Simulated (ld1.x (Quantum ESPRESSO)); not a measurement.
What the settings do to the TM potential of P

Base potential:

- Element: P
- Generator: ld1.x (Quantum ESPRESSO) 7.5
- Type: norm-conserving Troullier–Martins (Kleinman–Bylander form)
- Functional: PBE
- Relativity: scalar-relativistic
- Frozen core: [Ne]
- Valence charge: 5
- Reference configuration: 3s2 3p2.5 (charge +0.5)
- Partial waves: 3p (bound): rc 1.65 bohr; 3s (bound): rc 1.65 bohr
- Local potential: the s channel
- Core correction: none

All-electron outer shells of the reference configuration (PBE, scalar-relativistic, ld1.x):

```tsv
shell	level (eV)	outermost node (bohr)	outermost maximum (bohr)
3s	-18.43	0.65	1.56
3p	-9.67	0.64	1.79
```

Cutoffs, loose and tight: the cutoffs (Ry, on a coarse ladder) from which the occupation-weighted sum of valence levels, in a spherical-Bessel basis at the reference potential, stays within 10 and 1 mRy of its value at 400 Ry. They do not see the model core or the augmentation charge, which bear on the density cutoff. Test errors are all-electron minus pseudo excitation energies from the reference, over the configurations 3s2 3p3; 3s2 3p2; 3s2 3p1; 3s2 3p3.3; 3s1 3p4; 3s2 3p0; 3s1 3p0. A dash means not determined; rows that change the core or the reference have their own tests.

```tsv
change	outcome	cutoff, loose	cutoff, tight	bound ghosts	largest test error (meV)
base	generated	25 Ry	50 Ry	none	+203
type RRKJ	generated	35 Ry	50 Ry	none	+226
wave 3p (bound): rc 1.65 bohr becomes 3p (bound): rc 1.12 bohr	generated	100 Ry	160 Ry	none	+170
wave 3s (bound): rc 1.65 bohr becomes 3s (bound): rc 2.34 bohr	generated	12 Ry	30 Ry	none	+227
reference 3s2 3p3	generated	21 Ry	50 Ry	none	+50
```

(1) What comes out with this change to the base: local potential all-electron potential smoothed inside 1.40 bohr (lloc = -1)?

(2) What comes out with this change to the base: all radii scaled by about 1.14 (s 1.88, p 1.88 bohr)?

(3) What comes out with this change to the base: functional LDA (PZ)?

Results:

(1) outcome: generated; cutoff, loose: 21 Ry; cutoff, tight: 50 Ry; bound ghosts: none; largest test error (meV): +241.

(2) outcome: generated; cutoff, loose: 18 Ry; cutoff, tight: 40 Ry; bound ghosts: none; largest test error (meV): +215.

(3) outcome: generated; cutoff, loose: 25 Ry; cutoff, tight: 50 Ry; bound ghosts: none; largest test error (meV): +474.
